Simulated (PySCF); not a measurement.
SMILES [OH+]=[Si] (HOSi (cation, charge +1)), PBE0/def2-SVP optimised geometry.

```
3

O      0.30     0.00     0.00
Si    -1.26     0.00     0.00
H      1.26     0.00     0.00
```

Density from PBE0/def2-TZVP in PySCF at that geometry.

Minimum of the electron density along straight lines between bonded atoms, close to the bond critical point (lines longer than 1.1 times the sum of covalent radii, or with two minima, are not listed):

```csv
bond,length / Å,ρ at the minimum / e bohr⁻³,∇²ρ there / e bohr⁻⁵,position (fraction from the first atom)
O1–Si2,1.559,…,1.25,0.58
O1–H3,0.969,…,…,0.83
```

**Question.** Some entries are withheld; supply them.

**Answer.** 
- O1–Si2, ρ at the minimum / e bohr⁻³: 0.154
- O1–H3, ρ at the minimum / e bohr⁻³: 0.329
- O1–H3, ∇²ρ there / e bohr⁻⁵: -2.44
